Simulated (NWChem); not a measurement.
System: HSeOBr; SMILES O[Se]Br

Excerpt of the output:

```
             Northwest Computational Chemistry Package (NWChem) 7.3.0
             --------------------------------------------------------

 C1  symmetry detected

                             Geometry "geometry" -> ""
                             -------------------------

 Output coordinates in angstroms (scale by  1.889725989 to convert to a.u.)

  No.       Tag          Charge          X              Y              Z
 ---- ---------------- ---------- -------------- -------------- --------------
    1 Se                  34.0000     0.39745242     0.93218123     0.00228939
    2 Br                  35.0000    -0.05103442    -1.31604709     0.00529949
    3 O                    8.0000    -1.25906520     1.58709255     0.06795506
    4 H                    1.0000    -1.65465585     1.67074581    -0.80696189

 Effective nuclear repulsion energy (a.u.)     419.9855084955

                                Z-matrix (autoz)
                                --------

 Units are Angstrom for bonds and degrees for angles

      Type          Name      I     J     K     L     M      Value
      ----------- --------  ----- ----- ----- ----- ----- ----------
    1 Stretch                  1     2                       2.29253
    2 Stretch                  1     3                       1.78249
    3 Stretch                  3     4                       0.96383
    4 Bend                     1     3     4               112.32608
    5 Bend                     2     1     3               100.28016
    6 Torsion                  2     1     3     4         -86.10801

  pbe96 is a nonlocal functional; adding pw91lda local functional.

                           NWChem Geometry Optimization
                           ----------------------------

 maximum gradient threshold         (gmax) =   0.000450
 rms gradient threshold             (grms) =   0.000300
 maximum cartesian step threshold   (xmax) =   0.001800
 rms cartesian step threshold       (xrms) =   0.001200
 fixed trust radius                (trust) =   0.300000
 source of zmatrix                         =   autoz

          -------------------
          Energy Minimization
          -------------------

 Using diagonal initial Hessian
 Scaling for Hessian diagonals: bonds = 1.00  angles = 0.25  torsions = 0.10

          --------
          Step   0

                                 NWChem DFT Module
                                 -----------------

 Summary of "ao basis" -> "ao basis" (spherical)
 ------------------------------------------------------------------------------
       Tag                 Description            Shells   Functions and Types
 ---------------- ------------------------------  ------  ---------------------
 Se                         def2-svp                12       32   5s4p3d
 Br                         def2-svp                12       32   5s4p3d
 O                          def2-svp                 6       14   3s2p1d
 H                          def2-svp                 3        5   2s1p

            General Information
            -------------------
          SCF calculation type: DFT
          Wavefunction type:  closed shell.
          No. of atoms     :     4
          No. of electrons :    78
           Alpha electrons :    39
            Beta electrons :    39
          Charge           :     0
          Spin multiplicity:     1
          Use of symmetry is: off; symmetry adaption is: off
          Maximum number of iterations: 150
          AO basis - number of functions:    83
                     number of shells:    33
          Convergence on energy requested:  1.00D-06
          Convergence on density requested:  1.00D-05
          Convergence on gradient requested:  5.00D-04

              XC Information
              --------------
          PerdewBurkeErnzerhof Exchange Functional  1.000
            Perdew 1991 LDA Correlation Functional  1.000 local
           PerdewBurkeErnz. Correlation Functional  1.000 non-local

             Grid Information
             ----------------
          Grid used for XC integration:  medium
          Radial quadrature: Mura-Knowles
          Angular quadrature: Lebedev.
          Tag              B.-S. Rad. Rad. Pts. Rad. Cut. Ang. Pts.
          ---              ---------- --------- --------- ---------
          Se                  1.15      112           8.0       590
          Br                  1.15      112          10.0       590
          O                   0.60       49           9.0       434
          H                   0.35       45          10.0       434
          Grid pruning is: on
          Number of quadrature shells:   318
          Spatial weights used:  Erf1

           DFT-D3BJ Model
          s6 scale factor  :        1.000000000000
          s8 scale factor  :        0.787500000000
          a1 parameter     :        0.428900000000
          a2 parameter     :        4.440700000000
              vdW contrib  :       -0.003000730910

      Superposition of Atomic Density Guess
      -------------------------------------

 Sum of atomic energies:       -5046.78802664

      Non-variational initial energy
      ------------------------------

 Total energy =   -5047.228598
 1-e energy   =   -7867.444126
 2-e energy   =    2400.230019
 HOMO         =      -0.217550
 LUMO         =      -0.034129

   convergence    iter        energy       DeltaE   RMS-Dens  Diis-err
 ---------------- ----- ----------------- --------- --------- ---------
 d= 0,ls=0.0,diis     1  -5049.9669872407 -5.47D+03  1.93D-02  7.17D-01
 d= 0,ls=0.0,diis     2  -5049.7846205257  1.82D-01  1.49D-02  2.20D+00
 d= 0,ls=0.0,diis     3  -5050.0036377594 -2.19D-01  5.85D-03  3.44D-01
 d= 0,ls=0.0,diis     4  -5050.0332254651 -2.96D-02  3.28D-03  4.19D-02
 d= 0,ls=0.0,diis     5  -5050.0381299522 -4.90D-03  1.24D-03  8.45D-03
  Resetting Diis
 d= 0,ls=0.0,diis     6  -5050.0393536075 -1.22D-03  1.94D-04  2.54D-04
 d= 0,ls=0.0,diis     7  -5050.0393900644 -3.65D-05  7.28D-05  1.17D-05
 d= 0,ls=0.0,diis     8  -5050.0393865600  3.50D-06  5.62D-05  4.47D-05
 d= 0,ls=0.0,diis     9  -5050.0393908459 -4.29D-06  1.74D-05  3.84D-06
 d= 0,ls=0.0,diis    10  -5050.0393912336 -3.88D-07  2.89D-06  3.20D-08

         Total DFT energy =    -5050.039391233595
      One electron energy =    -7866.223285820578
           Coulomb energy =     2582.834587353932
    Exchange-Corr. energy =     -186.633200531501
 Nuclear repulsion energy =      419.985508495464

    Dispersion correction =       -0.003000730910

 Numeric. integr. density =       78.000000967985

                       DFT Final Molecular Orbital Analysis
                       ------------------------------------

 Vector   37  Occ=2.000000D+00  E=-2.794332D-01
              MO Center= -3.5D-01, -1.1D-01, -2.6D-02, r^2= 3.4D+00
   Bfn.  Coefficient  Atom+Function         Bfn.  Coefficient  Atom+Function
  ----- ------------  ---------------      ----- ------------  ---------------
    49      0.389296  2 Br pz                46      0.353066  2 Br pz
    43     -0.235178  2 Br pz                69      0.235680  3 O  py
    68      0.227072  3 O  px                72      0.177321  3 O  py
    71      0.176406  3 O  px                70     -0.165539  3 O  pz
    48      0.154527  2 Br py                47      0.151947  2 Br px

 Vector   38  Occ=2.000000D+00  E=-2.657613D-01
              MO Center= -2.4D-01, -7.3D-01,  1.3D-02, r^2= 2.8D+00
   Bfn.  Coefficient  Atom+Function         Bfn.  Coefficient  Atom+Function
  ----- ------------  ---------------      ----- ------------  ---------------
    47      0.508462  2 Br px                44      0.463335  2 Br px
    41     -0.306514  2 Br px                69     -0.287796  3 O  py
    72     -0.213945  3 O  py                48     -0.186565  2 Br py
    45     -0.173043  2 Br py                42      0.112745  2 Br py
    38      0.099665  2 Br px                16     -0.064062  1 Se py

 Vector   39  Occ=2.000000D+00  E=-1.929093D-01
              MO Center=  1.9D-01,  4.2D-01, -5.3D-03, r^2= 3.0D+00
   Bfn.  Coefficient  Atom+Function         Bfn.  Coefficient  Atom+Function
  ----- ------------  ---------------      ----- ------------  ---------------
    17      0.549334  1 Se pz                14      0.476892  1 Se pz
    49     -0.354895  2 Br pz                11     -0.292828  1 Se pz
    46     -0.291613  2 Br pz                43      0.190571  2 Br pz
    70     -0.162042  3 O  pz                79      0.115543  4 H  s
    73     -0.110116  3 O  pz                67     -0.106515  3 O  s

[...]

      ----------------------
      Optimization converged
      ----------------------

  Step       Energy      Delta E   Gmax     Grms     Xrms     Xmax
  ---- ---------------- -------- -------- -------- -------- --------
@    6   -5050.04233817 -5.6D-08  0.00002  0.00001  0.00032  0.00061
                                     ok       ok       ok       ok

                                Z-matrix (autoz)
                                --------

 Units are Angstrom for bonds and degrees for angles

      Type          Name      I     J     K     L     M      Value     Gradient
      ----------- --------  ----- ----- ----- ----- ----- ---------- ----------
    1 Stretch                  1     2                       2.36784   -0.00001
    2 Stretch                  1     3                       1.81218   -0.00002
    3 Stretch                  3     4                       0.98075   -0.00001
    4 Bend                     1     3     4               105.85558   -0.00001
    5 Bend                     2     1     3               103.43182   -0.00002
    6 Torsion                  2     1     3     4         -84.78529   -0.00000

                         Geometry "geometry" -> "geometry"
                         ---------------------------------

 Output coordinates in angstroms (scale by  1.889725989 to convert to a.u.)

  No.       Tag          Charge          X              Y              Z
 ---- ---------------- ---------- -------------- -------------- --------------
    1 Se                  34.0000     0.37411176     0.94209779    -0.01588433
    2 Br                  35.0000    -0.01748936    -1.39300457     0.00901379
    3 O                    8.0000    -1.29055058     1.64931823     0.09697866
    4 H                    1.0000    -1.63337486     1.67556105    -0.82152607

 Effective nuclear repulsion energy (a.u.)     407.6735997096

                Final and change from initial internal coordinates
                --------------------------------------------------

                                Z-matrix (autoz)
                                --------

 Units are Angstrom for bonds and degrees for angles

      Type          Name      I     J     K     L     M      Value       Change
      ----------- --------  ----- ----- ----- ----- ----- ---------- ----------
    1 Stretch                  1     2                       2.36784    0.07531
    2 Stretch                  1     3                       1.81218    0.02969
    3 Stretch                  3     4                       0.98075    0.01692
    4 Bend                     1     3     4               105.85558   -6.47050
    5 Bend                     2     1     3               103.43182    3.15166
    6 Torsion                  2     1     3     4         -84.78529    1.32272

 ==============================================================================
                                internuclear distances
 ------------------------------------------------------------------------------
       center one      |      center two      | atomic units |  angstroms
 ------------------------------------------------------------------------------
    2 Br               |   1 Se               |     4.47457  |     2.36784
    3 O                |   1 Se               |     3.42453  |     1.81218
    4 H                |   3 O                |     1.85335  |     0.98075
 ------------------------------------------------------------------------------
                         number of included internuclear distances:          3
 ==============================================================================

[second-derivative integrals and response iterations left out]

  Vibrational analysis via the FX method

  See chapter 2 in "Molecular Vibrations" by Wilson, Decius and Cross

  Vib: Default input used

 ---------------------------- Atom information ----------------------------
     atom    #        X              Y              Z            mass
 --------------------------------------------------------------------------
    Se       1  7.0696871D-01  1.7803067D+00 -3.0017040D-02  7.8918300D+01
    Br       2 -3.3050106D-02 -2.6323969D+00  1.7033599D-02  7.9916500D+01
    O        3 -2.4387870D+00  3.1167595D+00  1.8326310D-01  1.5994910D+01
    H        4 -3.0866309D+00  3.1663513D+00 -1.5524592D+00  1.0078250D+00
 --------------------------------------------------------------------------

[unprojected Hessian and modes left out]

        Vibrational analysis via the FX method
  --- with translations and rotations projected out ---
  --- via the Eckart algorithm                      ---
 Projected Nuclear Hessian trans-rot subspace norm:2.3205D-33
                         (should be close to zero!)

[projected Hessian left out]

 Rotational Constants
 --------------------
 A=   0.412565 cm-1  (  0.593575 K)
 B=   0.061971 cm-1  (  0.089161 K)
 C=   0.054161 cm-1  (  0.077925 K)

 Temperature                      =   298.15K
 frequency scaling parameter      =   1.0000

 Zero-Point correction to Energy  =    8.980 kcal/mol  (  0.014310 au)
 Thermal correction to Energy     =   11.673 kcal/mol  (  0.018602 au)
 Thermal correction to Enthalpy   =   12.265 kcal/mol  (  0.019546 au)

 Total Entropy                    =   73.068 cal/mol-K
   - Translational                =   41.382 cal/mol-K (mol. weight = 175.8375)
   - Rotational                   =   26.546 cal/mol-K (symmetry #  =        1)
   - Vibrational                  =    5.140 cal/mol-K

 Cv (constant volume heat capacity) =   12.086 cal/mol-K
   - Translational                  =    2.979 cal/mol-K
   - Rotational                     =    2.979 cal/mol-K
   - Vibrational                    =    6.127 cal/mol-K

[normal modes left out]

 ----------------------------------------------------------------------------
 Normal Eigenvalue ||           Projected Infra Red Intensities
  Mode   [cm**-1]  || [atomic units] [(debye/angs)**2] [(KM/mol)] [arbitrary]
 ------ ---------- || -------------- ----------------- ---------- -----------
    1       -0.000 ||    0.000749           0.017         0.730       0.271
    2       -0.000 ||    0.000309           0.007         0.301       0.112
    3        0.000 ||    0.000069           0.002         0.068       0.025
    4        0.000 ||    0.000002           0.000         0.002       0.001
    5        0.000 ||    0.000103           0.002         0.100       0.037
    6        0.000 ||    0.001710           0.039         1.667       0.619
    7      169.652 ||    0.000987           0.023         0.962       0.357
    8      276.662 ||    0.013883           0.320        13.534       5.022
    9      483.918 ||    0.108256           2.498       105.533      39.159
   10      645.167 ||    0.062725           1.447        61.147      22.689
   11     1066.780 ||    0.050211           1.158        48.948      18.163
   12     3642.343 ||    0.092738           2.140        90.406      33.546
 ----------------------------------------------------------------------------
```

Level: PBE-D3(BJ)/def2-SVP. This build's default masses of Se (78.918 u) and Br (79.917 u) are each other's, which moves their modes by up to 0.6 %.

Task: Which NWChem input produces such a log?

Result: Several could match; the one computed here: the input that was run:
```
start job
memory heap 200 mb stack 900 mb global 1100 mb
geometry units angstroms
  Se    -0.003280    -0.677976     0.769103
  Br     0.110874     1.093124    -0.682053
  O     -0.449230    -1.984686    -0.358243
  H     -1.401737    -2.041988    -0.493950
end
basis spherical
  * library def2-svp
end
dft
  xc xpbe96 cpbe96
  disp vdw 4
  iterations 150
end
driver
  maxiter 120
end
task dft optimize
task dft freq
```
